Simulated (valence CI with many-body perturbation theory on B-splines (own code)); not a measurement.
**Questions on Gd XLII**

Calculated by relativistic CI+MBPT: five valence electrons over a frozen Dirac-Fock core [Ar], radial functions for each j: 7 s, 7 p, 8 d, 6 f, 4 g, 1 h, with the one-electron correlation potential Σ1 (screened to all orders), the two-electron term Σ2, the three-electron term Σ3, Breit, model QED; selected single and double excitations, second order for the rest, scaled by the run's own slope (own B-spline code, finite nucleus).

The last digits are not significant, and no measured levels were compared; by estimate large intervals hold to a few tenths of a per cent, small ones and those within an open d or f shell to about a per cent. Among the levels kept, up to 550 cm⁻¹ of a level comes from second order outside the variational space, and about a tenth of that is noise between levels of different J, which matters for small intervals. Only levels of the ground parity were solved; by the run's estimate the other parity begins above the list, which can be wrong where configurations are misplaced.

Levels are named by their leading jj configuration (3d3/2^4 stands for four electrons in 3d with j = 3/2), which in mixed levels can hold well under half, so a name can repeat and another be missing.

Rates and lifetimes use the calculated energies. Strong lines usually hold to 10 to 20 %, long lifetimes can be off by a factor of two.

Q: What is the ground level?

A: (3d3/2^4 3d5/2) J=5/2, composition 29 % 3d5 4P + 21 % 3d5 2D + 18 % 3d5 6S, g = 1.396.

Q: How well does LS coupling describe the low levels?

A: Among the lowest 20 levels the leading LS term, summed over configurations, holds 49 % on average. For single configurations the figures are 49 % in LS and 93 % in jj coupling. Terms mix most in the J = 5/2 level at 0 cm⁻¹, where the leading one holds 29 %.

Q: What is the ionisation energy?

A: 3159.9 eV; NIST lists 3160 ± 4 eV (theoretical).
